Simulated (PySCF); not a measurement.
A species of formula C8H9Cl has this rotational fingerprint, computed with PBE0/pcSseg-1 in PySCF (dipole) on a GFN2-xTB geometry, gas phase:

* Rotational constants: A = 2172, B = 994.8, C = 699.5 MHz
* Dipole components: |μa| = 2.13 D, |μb| = 1.09 D, |μc| = 0.05 D
* Inertial defect: -18.25 u·Å²
* κ: -0.60

Task: Which candidate fits, each taken in the one conformer that was computed?
A. `[CH2:1]=[CH:2]/[CH:3]=[C:4]1\[CH2:5][CH2:6]\[C:7]1=[CH:8]\[Cl:9]` with C1–C2–C3–C4 180°
B. `[CH3:1]/[CH:2]=[CH:3]\[CH:4]=[CH:5]\[C:6]#[C:7][CH2:8][Cl:9]` with C2–C3–C4–C5 180°
C. `[CH:1]#[C:2][CH2:3]/[CH:4]=[CH:5]\[C:6]([CH3:7])=[CH:8]/[Cl:9]` with C2–C3–C4–C5 -93°, C4–C5–C6–C7 22°
D. `[CH:1]#[C:2][C:3]([Cl:4])=[C:5]1[CH2:6][CH2:7][CH2:8][CH2:9]1` with C3–C5–C6–C7 171°, C5–C6–C7–C8 30°, C6–C7–C8–C9 -39°, C7–C8–C9–C5 33°
E. `C[C@@]12C=C[C@@H](C1)C(Cl)=C2`

Result: D. It is C#CC(Cl)=C1CCCC1, an asymmetric top, point group C1. The candidates at the same level (rigid rotor, commonest isotopes):

```json
{"SMILES": "C/C=C\\C=C\\C#CCCl", "A (MHz)": "6546", "B (MHz)": "328.7", "C (MHz)": "314.2", "μa (D)": "2.71", "μb (D)": "1.59", "μc (D)": "0.00", "Δ (u·Å²)": "-6.34", "point group": "Cs", "rotor": "near-prolate asymmetric top"}
{"SMILES": "C=C/C=C1\\CC\\C1=C\\Cl", "A (MHz)": "1697", "B (MHz)": "949.4", "C (MHz)": "613.5", "μa (D)": "0.49", "μb (D)": "1.82", "μc (D)": "0.00", "Δ (u·Å²)": "-6.34", "point group": "Cs", "rotor": "asymmetric top"}
{"SMILES": "C[C@@]12C=C[C@@H](C1)C(Cl)=C2", "A (MHz)": "2890", "B (MHz)": "1056", "C (MHz)": "930.6", "μa (D)": "1.76", "μb (D)": "0.13", "μc (D)": "0.19", "Δ (u·Å²)": "-110.51", "point group": "C1", "rotor": "asymmetric top"}
{"SMILES": "C#CC(Cl)=C1CCCC1", "A (MHz)": "2172", "B (MHz)": "994.8", "C (MHz)": "699.5", "μa (D)": "2.13", "μb (D)": "1.09", "μc (D)": "0.05", "Δ (u·Å²)": "-18.25", "point group": "C1", "rotor": "asymmetric top"}
{"SMILES": "C#CC/C=C\\C(C)=C/Cl", "A (MHz)": "3486", "B (MHz)": "598.7", "C (MHz)": "543.6", "μa (D)": "1.26", "μb (D)": "0.78", "μc (D)": "0.58", "Δ (u·Å²)": "-59.41", "point group": "C1", "rotor": "near-prolate asymmetric top"}
```

`C/C=C\C=C\C#CCCl` has A 201 % too high; `C[C@@]12C=C[C@@H](C1)C(Cl)=C2` has A 33 % too high; `C#CC/C=C\C(C)=C/Cl` has A 61 % too high; `C=C/C=C1\CC\C1=C\Cl` has A 22 % too low. No structure here is proved a minimum.
